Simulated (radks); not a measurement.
Ti III, configuration [Ar] 4s2 (not the ground configuration).

All-electron calculation, scalar-relativistic Kohn-Sham, PBE, spin-unpolarised, spherical densities, finite nucleus; Fermi nuclear charge, rms radius 3.5921 fm. Program: a radial shooting solver on a logarithmic mesh with Libxc functionals.

Energy parts (hartree):
| part | energy |
|---|---|
| total | -852.35690 |
| kinetic | 859.61815 |
| electron-nucleus | -2005.24014 |
| Hartree | 334.25804 |
| exchange-correlation | -40.99295 |

Orbitals (lengths in bohr, moments of r in powers of bohr; r(max) is where P^2 peaks):
orbital,occ.,eigenvalue (hartree),<r^2>,r(max)
1s,2,-180.0490,0.006515,0.04555
2s,2,-20.92465,0.1248,0.2689
2p,6,-17.51305,0.1037,0.2197
3s,2,-3.37241,1.105,0.8595
3p,6,-2.47648,1.261,0.8848
4s,2,-0.77611,8.019,2.409

The highest occupied level is 4s at -21.119 eV. Summed over all electrons, <r^2> = 26.70 bohr^2, which gives a Langevin (diamagnetic) susceptibility term of -21.1 x 10^-6 cm^3/mol. The electron density at the nucleus is 8557 e/bohr^3 (large components only).
